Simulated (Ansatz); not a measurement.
A made-up structure of LiSiH2Te, doublet:

```
5
angstrom
Li -0.2662 -0.0474 1.7651
Te 1.4555 -1.3495 0.4387
Si 0.2479 0.4105 -0.7263
H 2.5998 -2.5537 0.7494
H -0.7311 1.0123 0.3164
```

It is relaxed with PBE-D4/def2-SVP and then PBE0-D4/def2-TZVP (Ansatz 0.2.0). Atoms count as bonded within 1.22 times the sum of their covalent radii (H–H: 0.88 Å). The end point is not checked to be a true minimum.

**Question.** Does its bonding change? (Judge from chemistry; the calculation decides.)

**Answer.** Computed: No: no bond forms or breaks.

Where it ends: The first stage lowers the energy by 1.85 eV in 15 steps. It ends as LiSiH₂Te ([H]1[Li]2[TeH][Si]12):
Li1  (0.014, 0.093, 1.836)
Te2  (0.838, -1.924, 0.352)
Si3  (0.704, 0.593, -0.480)
H4  (2.474, -1.879, 0.630)
H5  (-0.724, 0.590, 0.205)
(Å)

Labels in which every atom is bracketed show which atoms are joined, not bond orders.

For scale, one of the runs: PBE0-D4/def2-TZVP relaxation, 113 basis functions, launched by `ansatz run in.yaml --threads 2 --pin off --events-out ev --progress --plain --max-ram 4352MiB`. The run took about 14 s on 2 CPU threads of an Intel Xeon 6975P-C (shared host).
